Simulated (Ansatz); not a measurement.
Consider the ligand exchange at the Si–O bond: `O[SiH2]OC=S` + CH₃NH₂ → `CN[SiH2]O` + `OC=S`.

Program: Ansatz. Geometries: PBE0-D4/def2-TZVP. ΔE: electronic, gas phase. CCSD(T)/CBS is the MP2 limit (def2-TZVPP, def2-QZVPP) plus CCSD(T) − MP2 in def2-TZVPP, frozen cores. This one scheme is used for every species. Functionals use def2-TZVPP. Each species was taken in one conformer, which may not be the lowest.

CCSD(T)/CBS gives +8.7 kcal/mol.

Task: Another level gave +7.4 kcal/mol. Which?
A. CAM-B3LYP-D4/def2-TZVPP
B. LC-ωPBE/def2-TZVPP
C. HF/def2-TZVPP
D. LDA (SPW92)/def2-TZVPP

Result: B. LC-ωPBE 7.4, CAM-B3LYP-D4 8.8, LDA (SPW92) 5.4, HF/def2-TZVPP 11.3 kcal/mol.

Largest T1 diagnostic among the species: 0.018.

From BLYP to BHLYP (50 % exact exchange), in def2-TZVPP and without D4, ΔE moves by +1.3 kcal/mol. In def2-TZVPP, CCSD(T) changes the Hartree–Fock value by −2.4 kcal/mol (the triples alone add −0.3 kcal/mol) and MP2 by −2.5 kcal/mol. Leaving LDA and LC-ωPBE aside and taking each functional with its dispersion term where it has one, the values, not all of them listed here, spread over 3.1 kcal/mol, from PBE-D4 to BHLYP-D4. LDA lies −1.2 kcal/mol from PBE without D4.
